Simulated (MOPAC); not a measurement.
Input file for MOPAC: PM6 on CH2N2O (a complex), monomers drawn apart or pushed together.

```
PM6 1SCF PRECISE CHARGE=0 THREADS=1
CH2N2O

N     -0.34312846 1     0.10551158 1    -0.85592625 1
N      0.26455742 1    -0.08135483 1     0.03025079 1
C      0.58714365 1    -0.28314840 1     4.47279197 1
O     -0.45858036 1    -0.01439237 1     4.99424746 1
H      0.85590441 1    -1.31988849 1     4.19284642 1
H      1.34424356 1     0.48999450 1     4.23939379 1
```

Output:

```
*******************************************************************************
 **                                                                           **
 **                              MOPAC v23.2.5                                **
 **                                                                           **
 *******************************************************************************
 ** MOPAC's Digital Object Identifier: https://doi.org/10.5281/zenodo.6511958 **
 **                                                                           **
 ** Please cite the open-source release paper for use of this MOPAC version:  **
 ** J. E. Moussa and J. J. P. Stewart (2026)                                  **
 ** MOPAC: An open-source semiempirical molecular orbital program             **
 ** J. Open Source Softw., 11(119), 8025, https://doi.org/10.21105/joss.08025 **
 *******************************************************************************

                              PM6 CALCULATION RESULTS

 *******************************************************************************
 *  PM6        - The PM6 Hamiltonian to be used
 *
 *
 *
 *                 CHARGE ON SYSTEM = 0
 *
 *
 *
 *  PRECISE    - TIGHTER CRITERIA TO BE USED
 *  1SCF       - DO 1 SCF AND THEN STOP
 *  THREADS=1  - MULTI-THREADING NOT USED
 *  T=         - A TIME OF 172800.0 SECONDS REQUESTED
 *  DUMP=N     - RESTART FILE WRITTEN EVERY 7200.0 SECONDS REQUESTED
 *******************************************************************************
PM6 1SCF PRECISE CHARGE=0 THREADS=1
 CH2N2O

   ATOM   CHEMICAL          X               Y               Z
  NUMBER   SYMBOL      (ANGSTROMS)     (ANGSTROMS)     (ANGSTROMS)

     1       N         -0.34312846  *   0.10551158  *  -0.85592625  *
     2       N          0.26455742  *  -0.08135483  *   0.03025079  *
     3       C          0.58714365  *  -0.28314840  *   4.47279197  *
     4       O         -0.45858036  *  -0.01439237  *   4.99424746  *
     5       H          0.85590441  *  -1.31988849  *   4.19284642  *
     6       H          1.34424356  *   0.48999450  *   4.23939379  *



          CARTESIAN COORDINATES

    NO.       ATOM           X           Y           Z

     1         N         -0.3431      0.1055     -0.8559
     2         N          0.2646     -0.0814      0.0303
     3         C          0.5871     -0.2831      4.4728
     4         O         -0.4586     -0.0144      4.9942
     5         H          0.8559     -1.3199      4.1928
     6         H          1.3442      0.4900      4.2394

 General Reference for PM6:
 "Optimization of Parameters for Semiempirical Methods V: Modification of NDDO Approximations
 and Application to 70 Elements", J. J. P. Stewart, J. Mol. Mod., 13, 1173-1213 (2007)
 URL: https://link.springer.com/article/10.1007/s00894-007-0233-4

           Empirical Formula: C H2 N2 O  =     6 atoms



      MOLECULAR POINT GROUP   :   Cs


      RHF CALCULATION, NO. OF DOUBLY OCCUPIED LEVELS = 11


 -------------------------------------------------------------------------------
 PM6 1SCF PRECISE CHARGE=0 THREADS=1
 CH2N2O



     1SCF WAS SPECIFIED, SO BFGS WAS NOT USED
     SCF FIELD WAS ACHIEVED


                              PM6 CALCULATION
                                                       MOPAC v23.2.5 Linux




          FINAL HEAT OF FORMATION =         20.95551 KCAL/MOL =      87.67785 KJ/MOL


          COSMO AREA              =        113.79 SQUARE ANGSTROMS
          COSMO VOLUME            =         84.67 CUBIC ANGSTROMS

          IONIZATION POTENTIAL    =         10.149501 EV
          HOMO LUMO ENERGIES (EV) =        -10.150  0.061
          NO. OF FILLED LEVELS    =         11
          MOLECULAR WEIGHT        =         58.0396         POINT GROUP:  Cs

          MOLECULAR DIMENSIONS (Angstroms)

            Atom       Atom       Distance
            O     4    N     1     5.85254
            H     5    H     6     1.87518
            O     4    H     6     1.59836


          SCF CALCULATIONS        =          1





   ATOM   CHEMICAL          X               Y               Z
  NUMBER   SYMBOL      (ANGSTROMS)     (ANGSTROMS)     (ANGSTROMS)

     1       N         -0.34312846  *   0.10551158  *  -0.85592625  *
     2       N          0.26455742  *  -0.08135483  *   0.03025079  *
     3       C          0.58714365  *  -0.28314840  *   4.47279197  *
     4       O         -0.45858036  *  -0.01439237  *   4.99424746  *
     5       H          0.85590441  *  -1.31988849  *   4.19284642  *
     6       H          1.34424356  *   0.48999450  *   4.23939379  *

                             CARTESIAN COORDINATES

   1    N       -0.343128460     0.105511580    -0.855926250
   2    N        0.264557420    -0.081354830     0.030250790
   3    C        0.587143650    -0.283148400     4.472791970
   4    O       -0.458580360    -0.014392370     4.994247460
   5    H        0.855904410    -1.319888490     4.192846420
   6    H        1.344243560     0.489994500     4.239393790


           Empirical Formula: C H2 N2 O  =     6 atoms



      MOLECULAR POINT GROUP   :   Cs


                  EIGENVALUES
 -38.39726 -32.21076 -23.42282 -18.93770 -17.16268 -17.07871 -17.07748 -15.04367
 -14.85417 -12.84872 -10.14950   0.06111   0.06229   0.14713   3.40788   4.11675
   4.54424   4.76447


              NET ATOMIC CHARGES AND DIPOLE CONTRIBUTIONS

  ATOM NO.   TYPE          CHARGE      No. of ELECS.   s-Pop       p-Pop
    1          N           0.010277        4.9897     1.78945     3.20028
    2          N          -0.010277        5.0103     1.78920     3.22108
    3          C           0.239720        3.7603     1.14561     2.61467
    4          O          -0.424927        6.4249     1.84624     4.57869
    5          H           0.092604        0.9074     0.90740
    6          H           0.092603        0.9074     0.90740
 DIPOLE           X         Y         Z       TOTAL
 POINT-CHG.     2.561    -0.657    -1.336     2.962
 HYBRID        -0.149     0.038     0.076     0.172
 SUM            2.411    -0.618    -1.261     2.790


          ATOMIC ORBITAL ELECTRON POPULATIONS

     Atom    s        px        py        pz
    1  N   1.78945   1.06154   1.00210   1.13664
    2  N   1.78920   1.06873   1.01023   1.14212
    3  C   1.14561   0.86681   1.04753   0.70033
    4  O   1.84624   1.35168   1.88946   1.33755
    5  H   0.90740
    6  H   0.90740

 **********************
 *                    *
 * JOB ENDED NORMALLY *
 *                    *
 **********************




 == MOPAC DONE ==
```

The run finished.

Cost: very roughly 0.03 core-seconds.
